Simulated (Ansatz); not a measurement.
Ideal-gas functions of BrH₄Si₂, SMILES `[SiH3][SiH]Br` radical at 600 K and 1 bar, from an Ansatz frequency run at PBE0-D4/def2-TZVP.

Molar mass 140.11 g/mol, point group C1 (symmetry number 1), electronic degeneracy 2, moments of inertia 47.75, 338.909, 378.258 u Å². Harmonic wavenumbers (cm⁻¹, unscaled): 94, 97, 367, 387, 466, 514, 578, 723, 865, 927, 934, 2191, 2212, 2228, 2242.

Use S(trans) = R[1.5 ln M + 2.5 ln T − 1.1517]; rotational temperatures θ = 24.2544 K / I; S(rot) = R[ln(√π/σ · √(T³/θAθBθC)) + 1.5]; for each mode x = 1.438777 ν̃/T, S = R[x/(eˣ − 1) − ln(1 − e⁻ˣ)] and H = RT x/(eˣ − 1); 1 cm⁻¹ = 0.0119627 kJ/mol; R = 8.31446 J/(mol·K).

By hand: the entropy, in J/(mol·K).

Translation 185.0. Rotation: θ = 0.5079, 0.0716, 0.0641 K, giving 122.2. Vibration, mode by mode: 20.72, 20.46, 9.64, 9.23, 7.81, 7.08, 6.24, 4.71, 3.59, 3.20, 3.16, 0.27, 0.26, 0.25, 0.25, in all 96.9. Electronic 5.8. Sum 409.9 J/(mol·K).

By hand: H − E and G − E in kJ/mol, counted from the electronic energy.

Zero-point energy ½ × 14825 × 0.0119627 = 88.7; thermal vibration 29.1; translation, rotation and pV give 4 RT = 20.0. H − E = 137.8 kJ/mol, and G − E = 137.8 − 600 × 409.9/1000 = -108.1 kJ/mol.

Vibration gives 24 % of the entropy, 41.2 J/(mol·K) of it from the modes under 150 cm⁻¹: soft modes count most, and the harmonic formula is weakest for them. The sum counts one conformer and one mirror image; others add a mixing term.
